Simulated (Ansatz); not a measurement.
`FC[SiH2]F` → `[CH2]F`• + `F[SiH2]`• at 400 K and 1 bar (homolysis of the C–Si bond).

Isolated molecules relaxed with PBE0-D4/def2-TZVP in Ansatz; ΔE leaves out vibrations. CBS: MP2 limit from def2 TZ/QZ plus the TZ coupled-cluster correction, frozen cores. This one scheme is used for every species. Open shells (•) are unrestricted, without spin–orbit coupling. Each species was taken in one conformer, which may not be the lowest.

| species | CCSD(T)/CBS energy (Eh) | H − E (kJ/mol) | S (J/(mol·K)) |
| --- | --- | --- | --- |
| `FC[SiH2]F` | -529.16787 | 155.7 | 335.0 |
| `[CH2]F`• | -138.96036 | 79.7 | 248.6 |
| `F[SiH2]`• | -390.06414 | 61.5 | 263.8 |

H − E and S are ideal-gas, rigid-rotor, harmonic terms from PBE0-D4/def2-TZVP, for one conformer and one mirror image of each species, with the whole ground term of open shells counted as degenerate. 1 Eh = 2625.50 kJ/mol, R = 8.31446 J/(mol·K).

By hand: ΔE, ΔH, ΔS and ΔG.

ΔE = (-138.96036) + (-390.06414) − (-529.16787) = 0.14337 Eh = 376.4 kJ/mol. Δ(H − E) = 79.7 + 61.5 − 155.7 = -14.5, so ΔH = 361.9 kJ/mol. ΔS = 248.6 + 263.8 − 335.0 = 177.4 J/(mol·K). ΔG = 361.9 − 400 × (177.4)/1000 = 290.9 kJ/mol.

By hand: the equilibrium constant, and the temperature at which ΔG would vanish if ΔH and ΔS stayed fixed.

log₁₀ K = −ΔG/(RT ln 10) = -38.0. ΔG = 0 at ΔH/ΔS = 2040 K.

The number of gas molecules changes by +1, which sets the sign of ΔS. A doubt of 5 kJ/mol in ΔE shifts log₁₀ K by 0.7 here. Other conformers and mirror images would add mixing entropy, several J/(mol·K) or more a flexible species. These are equilibria of isolated gas molecules and say nothing of rates. Largest T1 diagnostic: 0.015 (customary marks: 0.02 for closed shells, 0.045 for open ones).
